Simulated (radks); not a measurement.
All-electron atom: the iridium ion Ir2+ in [Xe] 4f14 5d6 6s1 (not the ground configuration).

Calculated with a radial shooting solver on a logarithmic mesh with Libxc functionals: Dirac Kohn-Sham, PBE, spin-unpolarised, spherical densities, point nucleus; open shells fill j = l - 1/2 first.

Energy parts (hartree):
| part | energy |
|---|---|
| total | -17856.9757 |
| kinetic | 20357.1256 |
| electron-nucleus | -44768.9501 |
| Hartree | 6903.1191 |
| exchange-correlation | -348.2703 |

Orbitals (lengths in bohr, moments of r in powers of bohr; <r^-3> diverges for s and p1/2; r(max) is where P^2 peaks):
orbital  occ.  eigenvalue (hartree)      <r>   <1/r>  <r^-3>   r(max)
1s1/2       2             -2794.492  0.01743   92.26       -  0.01081
2s1/2       2             -489.1029  0.07295   22.58       -  0.06249
2p1/2       2             -468.4913  0.06017   22.53       -  0.04620
2p3/2       4             -408.6705  0.06848   18.59   18750  0.05336
3s1/2       2             -114.9728   0.1899   8.288       -   0.1759
3p1/2       2             -105.7533   0.1801   8.198       -   0.1644
3p3/2       4             -92.65461   0.1954   7.175    4312   0.1790
3d3/2       4             -77.28925   0.1705   7.071   750.2   0.1397
3d5/2       6             -74.45922   0.1752   6.835   628.6   0.1437
4s1/2       2             -25.12806   0.4232   3.496       -   0.3977
4p1/2       2             -21.23998   0.4267   3.385       -   0.3965
4p3/2       4             -18.14214   0.4604   3.030    1022   0.4268
4d3/2       4             -11.77666   0.4719   2.822   157.9   0.4211
4d5/2       6             -11.20173   0.4832   2.739   129.4   0.4306
4f5/2       6              -3.10722   0.5312   2.334   25.74   0.3927
4f7/2       8              -2.99256   0.5389   2.300   24.48   0.3974
5s1/2       2              -4.35337   0.9772   1.394       -   0.8914
5p1/2       2              -3.13070    1.061   1.267       -   0.9467
5p3/2       4              -2.62757    1.158   1.141   163.2    1.027
5d3/2       4              -1.00891    1.558  0.8369   14.40    1.260
5d5/2       2              -0.95800    1.609  0.8081   11.49    1.297
6s1/2       1              -0.83339    2.509  0.5090       -    2.225

The highest occupied level is 6s1/2 at -22.678 eV. The density falls to 0.001 e/bohr^3 at r = 3.83 bohr.
